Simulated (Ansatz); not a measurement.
A geometry relaxed with B3LYP-D3(BJ)/def2-TZVP in Ansatz (a program for electronic structure), charge 0, multiplicity 1:

```xyz
7

H     -1.9285    -0.1125    -0.9373
Br     2.2796     1.4649    -0.0569
H     -1.9433    -0.0158     0.9129
C      1.2207    -0.1302     0.0164
C     -0.0722    -0.1018     0.0047
H      1.8160    -1.0291     0.0672
C     -1.3723    -0.0755    -0.0071
```

Question: Write the SMILES of this molecule.

Answer: `C=C=CBr`
